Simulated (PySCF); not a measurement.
Spinor energies of Hf⁴⁺ (hafnium, charge +4)

Start: [Xe] 4f14. Calculated with PySCF 2.14 in x2c-TZVPPall-2c with one added diffuse shell each of s, p, d, f type (12s12p11d4f1g, 140 functions): generalised Hartree-Fock with the X2C-1e Hamiltonian and a Gaussian nucleus; spin-orbit coupling (SO) screened by Boettger's factors.

| spinor shell | electrons | ε, screened SO (eV) | weight of nominal j (screened SO) | rms radius, screened SO (bohr) |
| --- | --- | --- | --- | --- |
| 1s1/2 | 2 | -65715.7 | 1.000 | 0.0215 |
| 2s1/2 | 2 | -11408.6 | 1.000 | 0.0869 |
| 2p1/2 | 2 | -10877.9 | 1.000 | 0.0740 |
| 2p3/2 | 4 | -9680.5 | 1.000 | 0.0812 |
| 3s1/2 | 2 | -2691.0 | 1.000 | 0.222 |
| 3p1/2 | 2 | -2455.9 | 1.000 | 0.214 |
| 3p3/2 | 4 | -2194.7 | 1.000 | 0.228 |
| 3d3/2 | 4 | -1801.2 | 1.000 | 0.202 |
| 3d5/2 | 6 | -1744.7 | 1.000 | 0.206 |
| 4s1/2 | 2 | -605.72 | 1.000 | 0.498 |
| 4p1/2 | 2 | -508.05 | 1.000 | 0.508 |
| 4p3/2 | 4 | -447.69 | 1.000 | 0.541 |
| 4d3/2 | 4 | -286.55 | 1.000 | 0.571 |
| 4d5/2 | 6 | -275.16 | 1.000 | 0.583 |
| 5s1/2 | 2 | -120.78 | 1.000 | 1.21 |
| 5p1/2 | 2 | -89.411 | 1.000 | 1.33 |
| 5p3/2 | 4 | -80.760 | 1.000 | 1.43 |
| 4f5/2 | 6 | -73.479 | 1.000 | 0.734 |
| 4f7/2 | 8 | -71.723 | 1.000 | 0.740 |

| quantity | screened SO |
| --- | --- |
| E (hartree) | -15080.09851 |
| M_J | 0 |
| ⟨J²⟩ | 0.000 |
| ⟨L²⟩ | 0.109 |
| ⟨S²⟩ | 0.109 |

Breit and QED terms are absent; they matter most for the inner s and p1/2 levels.

Densities and radii are taken from the X2C orbitals without a picture-change correction, which distorts them close to the nucleus.
